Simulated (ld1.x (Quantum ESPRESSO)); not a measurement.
## Configuration tests for arsenic (PAW)

* Element: arsenic
* Generator: ld1.x (Quantum ESPRESSO) 7.5
* Type: PAW
* Functional: PW91
* Relativity: scalar-relativistic
* Frozen core: [Ne]
* Valence charge: 23
* Reference configuration: 3s2 3p6 3d10 4s2 4p1 (charge +2)
* Partial waves: 3s (bound): rcut 0.95, rcutus 1.15 bohr; 4s (bound): rcut 0.95, rcutus 1.15 bohr; 3p (bound): rcut 0.85, rcutus 1.00 bohr; 4p (bound): rcut 0.85, rcutus 1.00 bohr; 3d (bound): rcut 0.85, rcutus 1.15 bohr; 3d channel at -3.7 Ry: rcut 0.85, rcutus 1.15 bohr
* Local potential: all-electron potential smoothed inside 0.80 bohr (lloc = -2)
* Core correction: Bessel-smoothed model core inside 0.75 bohr
* Augmentation charge: BESSEL, radius 0.70 bohr

Energies are relative to the spin-unpolarised reference configuration 3s2 3p6 3d10 4s2 4p1; without spin polarisation the order of configurations can differ from experiment.

Q: Give the all-electron excitation energy and the error of the potential for: 3s2 3p6 3d10 4s2 4p3; 3s2 3p6 3d10 4s2 4p2; 3s2 3p6 3d10 4s2 4p0; 3s1 3p6 3d10 4s2 4p3; 3s2 3p6 3d10 4s0 4p5; 3s2 3p6 3d10 4s2 4p2.5; 3s2 3p6 3d10 4s1 4p3.

A:

```tsv
valence configuration	charge	ΔE all-electron (eV)	error AE − PS (meV)
3s2 3p6 3d10 4s2 4p3	0	-27.206	+2.6
3s2 3p6 3d10 4s2 4p2	+1	-17.999	+1.8
3s2 3p6 3d10 4s2 4p0	+3	27.810	-3.0
3s1 3p6 3d10 4s2 4p3	+1	174.065	-27
3s2 3p6 3d10 4s0 4p5	0	-8.095	+3.0
3s2 3p6 3d10 4s2 4p2.5	+0.5	-23.625	+2.4
3s2 3p6 3d10 4s1 4p3	+1	-7.867	+2.0
```

Levels in the configuration 3s2 3p6 3d10 4s2 4p2.5:

```json
{"level": "3s", "all-electron (eV)": "-194.934", "pseudo (eV)": "-194.926"}
{"level": "3p", "all-electron (eV)": "-138.369", "pseudo (eV)": "-138.361"}
{"level": "3d", "all-electron (eV)": "-45.365", "pseudo (eV)": "-45.356"}
{"level": "4s", "all-electron (eV)": "-18.823", "pseudo (eV)": "-18.823"}
{"level": "4p", "all-electron (eV)": "-9.150", "pseudo (eV)": "-9.149"}
```
